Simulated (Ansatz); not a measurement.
```yaml
crystal:
  periodic: [false, false, false]
  atoms:
    - {symbol: F, position_ang: [-1.924306, 1.671821, -1.388462]}
    - {symbol: C, position_ang: [-1.059334, 1.433733, -1.969631]}
    - {symbol: C, position_ang: [0.201065, 0.751349, -1.078401]}
    - {symbol: F, position_ang: [0.768260, 1.942210, -0.102784]}
    - {symbol: F, position_ang: [1.211521, 0.517240, -1.358226]}
    - {symbol: O, position_ang: [-0.046542, -0.059870, -0.052322]}
    - {symbol: C, position_ang: [0.500105, -0.868736, 0.860605]}
    - {symbol: F, position_ang: [1.431122, -1.952156, 0.406856]}
    - {symbol: C, position_ang: [-0.514758, -1.073027, 1.710360]}
    - {symbol: F, position_ang: [-1.098027, -2.238756, 1.368487]}
    - {symbol: F, position_ang: [0.450734, -1.492991, 2.766439]}
    - {symbol: H, position_ang: [-1.006158, 0.463338, -2.491579]}
    - {symbol: H, position_ang: [-0.256097, 2.085955, -2.511124]}
    - {symbol: H, position_ang: [1.364741, -0.012842, 1.233275]}
    - {symbol: H, position_ang: [-1.143823, -0.386529, 2.347478]}
basis:
  gaussian: {orbitals: 6-31G, fitting: {mean_field: cc-pVTZ-jkfit}, nuclear_model: gaussian}
hamiltonian: {xc: {name: BHLYP}}
relax: {f_tol: 0.0001, max_steps: 3}
```

```sh
$ ansatz run in.yaml --threads 4 --pin off --events-out ev --progress --plain --max-ram 66560MiB --backend cpu
```

It prints (some lines left out):

```
Functional definition: BHLYP
989 factors; integrals over basis functions are off by at most 5.6e-3 eV
mean field evaluation 1: about -22524.3068 eV, gradient 6.2e1 eV
mean field evaluation 2: about -22521.9384 eV, gradient 7.6e1 eV
mean field evaluation 4: about -22531.0664 eV, gradient 3.7e0 eV
mean field evaluation 8: about -22531.0906 eV, gradient 5.1e-2 eV
mean field -22531.09058748 eV, -828.0023069681 hartree, gradient 8.3e-5 eV, S^2 0.000000; 0 other end points of the search recorded, 0 dependent functions left out
reference -22531.09071992 eV, -828.0023118353 hartree; 45, 45 occupied and 62, 62 virtual orbitals, 989 factors
relax step   1: F+E_penalty+E_count = -22531.09058748 eV  Δ(F+E_penalty+E_count) = +0.000e0 eV  max|allowed force component| = 3.012e1 eV/Å  Δτ_max = 0.0000 Å  (26 SCF iters, accepted)
989 factors; integrals over basis functions are off by at most 5.6e-3 eV
mean field -22542.32078198 eV, -828.4150090041 hartree, gradient 4.1e-5 eV, S^2 0.000000; 0 other end points of the search recorded, 0 dependent functions left out
reference -22542.32090736 eV, -828.4150136117 hartree; 45, 45 occupied and 62, 62 virtual orbitals, 989 factors
relax step   2: F+E_penalty+E_count = -22542.32078198 eV  Δ(F+E_penalty+E_count) = -1.123e1 eV  max|allowed force component| = 8.100e0 eV/Å  Δτ_max = 0.1950 Å  (30 SCF iters, accepted)
989 factors; integrals over basis functions are off by at most 5.0e-3 eV
mean field -22544.69429826 eV, -828.5022341185 hartree, gradient 2.1e-5 eV, S^2 0.000000; 0 other end points of the search recorded, 0 dependent functions left out
reference -22544.69442052 eV, -828.5022386115 hartree; 45, 45 occupied and 62, 62 virtual orbitals, 989 factors
relax step   3: F+E_penalty+E_count = -22544.69429826 eV  Δ(F+E_penalty+E_count) = -2.374e0 eV  max|allowed force component| = 2.277e0 eV/Å  Δτ_max = 0.1942 Å  (29 SCF iters, accepted)
Error: geometry relaxation did not converge after 3 steps: max|allowed force component| = 2.28e0 eV/Å (threshold 1.0e-4). Raise `relax.max_steps` over both its present limit and 3, loosen `relax.f_tol`, or start from a geometry closer to equilibrium. Where this run's directory can be resumed (`checkpoint.write`), a resume goes on for up to `relax.max_steps` more
```

In this input the relaxation is allowed too few steps for its threshold. The calculation stopped without meeting its thresholds.
